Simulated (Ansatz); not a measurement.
`[H]/C=C/c1ccc(/C=C/c2ccc(/C=C/c3ccc(/C=C/c4ccc(/C=C/c5ccc(/C=C/c6ccccc6)cc5)cc4)cc3)cc2)cc1`, relaxed as a singlet with RKS PBE-D4/def2-SVP in Ansatz, starting from the GFN2-xTB geometry. Force threshold 0.03 eV/Å.

Single mean-field runs in def2-SVP are fitted with def2-universal-jkfit.

Start:

```xyz
86

H     4.762   16.946  -10.024
C     4.691   15.952   -9.615
C     4.118   15.730   -8.437
C     3.952   14.442   -7.781
C     3.142   14.361   -6.645
C     2.946   13.168   -5.987
C     3.560   11.993   -6.431
C     3.387   10.710   -5.786
C     2.714   10.478   -4.647
C     2.506    9.192   -4.021
C     3.046    7.998   -4.512
C     2.786    6.792   -3.905
C     1.971    6.711   -2.770
C     1.628    5.466   -2.120
C     2.001    4.235   -2.510
C     1.616    2.983   -1.900
C     2.181    1.796   -2.382
C     1.828    0.574   -1.859
C     0.887    0.467   -0.827
C     0.562   -0.847   -0.323
C    -0.307   -1.144    0.657
C    -0.607   -2.465    1.162
C    -1.560   -2.600    2.180
C    -1.884   -3.828    2.707
C    -1.270   -4.996    2.241
C    -1.556   -6.317    2.753
C    -2.350   -6.619    3.794
C    -2.626   -7.945    4.302
C    -2.089   -9.115    3.754
C    -2.389  -10.348    4.284
C    -3.237  -10.487    5.390
C    -3.498  -11.812    5.909
C    -4.249  -12.115    6.979
C    -4.499  -13.440    7.512
C    -4.080  -14.617    6.884
C    -4.340  -15.850    7.447
C    -5.023  -15.944    8.649
C    -5.449  -14.789    9.284
C    -5.192  -13.555    8.722
C    -3.782   -9.318    5.932
C    -3.482   -8.085    5.401
C    -0.322   -4.861    1.219
C     0.006   -3.633    0.695
C     0.323    1.654   -0.345
C     0.678    2.877   -0.866
C     1.448    7.908   -2.265
C     1.708    9.113   -2.874
C     4.375   12.078   -7.567
C     4.569   13.271   -8.226
H     5.100   15.163  -10.223
H     3.706   16.569   -7.888
H     2.655   15.255   -6.280
H     2.304   13.147   -5.120
H     3.859    9.884   -6.301
H     2.254   11.307   -4.125
H     3.677    8.015   -5.387
H     3.219    5.896   -4.321
H     0.996    5.577   -1.248
H     2.649    4.126   -3.370
H     2.908    1.844   -3.181
H     2.280   -0.325   -2.253
H     1.098   -1.651   -0.812
H    -0.854   -0.345    1.142
H    -2.052   -1.714    2.556
H    -2.630   -3.884    3.485
H    -1.050   -7.115    2.225
H    -2.845   -5.822    4.333
H    -1.428   -9.059    2.903
H    -1.957  -11.234    3.838
H    -3.010  -12.609    5.361
H    -4.720  -11.317    7.539
H    -3.550  -14.568    5.945
H    -4.008  -16.748    6.947
H    -5.222  -16.911    9.087
H    -5.983  -14.854   10.221
H    -5.525  -12.657    9.225
H    -4.449   -9.375    6.778
H    -3.919   -7.200    5.843
H     0.167   -5.748    0.839
H     0.747   -3.579   -0.088
H    -0.410    1.617    0.447
H     0.212    3.768   -0.473
H     0.820    7.879   -1.385
H     1.281   10.019   -2.467
H     4.866   11.185   -7.929
H     5.214   13.298   -9.091
```

Problem. Estimate the energy that the relaxation releases and the steps that it takes.

Solution. 0.76 eV, in 11 steps; 52 s on 4 threads of AMD EPYC 7R13 on a shared host and a share (37 GiB) of an NVIDIA H100 80GB HBM3. The force fell under the threshold at step 7, but the optimiser went on and released 0.004 eV more. No frequencies were taken in this run, so the end may be a saddle point.

Problem. Does the start keep its bonding and symmetry?

Solution. By distances, no bond broke or formed. The bond that changes most is C2–H50, from 1.08 to 1.10 Å (atoms count from 1).

Problem. Predict the relaxed structure.

Solution. 
Cartesian coordinates in Å:
```
H 5.047 17.294 -9.951
C 4.962 16.263 -9.576
C 4.265 15.992 -8.449
C 4.057 14.683 -7.819
C 3.293 14.599 -6.628
C 3.059 13.382 -5.990
C 3.583 12.171 -6.511
C 3.365 10.865 -5.898
C 2.614 10.596 -4.791
C 2.381 9.293 -4.184
C 2.955 8.085 -4.667
C 2.688 6.862 -4.063
C 1.828 6.763 -2.934
C 1.504 5.505 -2.277
C 1.957 4.262 -2.616
C 1.617 2.998 -1.981
C 2.177 1.797 -2.486
C 1.867 0.558 -1.928
C 0.978 0.442 -0.828
C 0.672 -0.879 -0.299
C -0.176 -1.182 0.727
C -0.489 -2.510 1.235
C -1.402 -2.645 2.316
C -1.745 -3.889 2.838
C -1.193 -5.085 2.307
C -1.507 -6.415 2.809
C -2.336 -6.727 3.848
C -2.641 -8.057 4.356
C -2.132 -9.254 3.789
C -2.449 -10.498 4.330
C -3.291 -10.628 5.467
C -3.571 -11.958 5.995
C -4.312 -12.262 7.098
C -4.585 -13.593 7.636
C -4.110 -14.789 7.038
C -4.397 -16.037 7.600
C -5.166 -16.132 8.774
C -5.646 -14.960 9.380
C -5.359 -13.710 8.818
C -3.809 -9.432 6.027
C -3.493 -8.189 5.485
C -0.281 -4.950 1.226
C 0.062 -3.706 0.704
C 0.426 1.648 -0.313
C 0.736 2.883 -0.870
C 1.263 7.968 -2.447
C 1.531 9.195 -3.053
C 4.356 12.258 -7.699
C 4.585 13.475 -8.338
H 5.474 15.481 -10.159
H 3.782 16.836 -7.925
H 2.872 15.524 -6.201
H 2.461 13.369 -5.067
H 3.866 10.028 -6.413
H 2.108 11.434 -4.282
H 3.626 8.111 -5.539
H 3.153 5.954 -4.475
H 0.811 5.598 -1.423
H 2.652 4.172 -3.469
H 2.867 1.851 -3.343
H 2.315 -0.357 -2.348
H 1.192 -1.706 -0.812
H -0.700 -0.357 1.241
H -1.849 -1.735 2.748
H -2.456 -3.938 3.676
H -0.999 -7.238 2.275
H -2.835 -5.904 4.388
H -1.476 -9.208 2.907
H -2.037 -11.410 3.870
H -3.110 -12.783 5.426
H -4.761 -11.435 7.675
H -3.507 -14.741 6.119
H -4.017 -16.951 7.117
H -5.389 -17.116 9.213
H -6.249 -15.020 10.299
H -5.737 -12.793 9.298
H -4.473 -9.479 6.902
H -3.909 -7.277 5.942
H 0.164 -5.860 0.792
H 0.772 -3.658 -0.135
H -0.263 1.609 0.544
H 0.282 3.788 -0.439
H 0.593 7.927 -1.573
H 1.072 10.113 -2.652
H 4.778 11.333 -8.126
H 5.188 13.493 -9.258
```
Bond lengths: 53 × C–C 1.35 to 1.47 Å; 38 × C–H 1.10 Å.
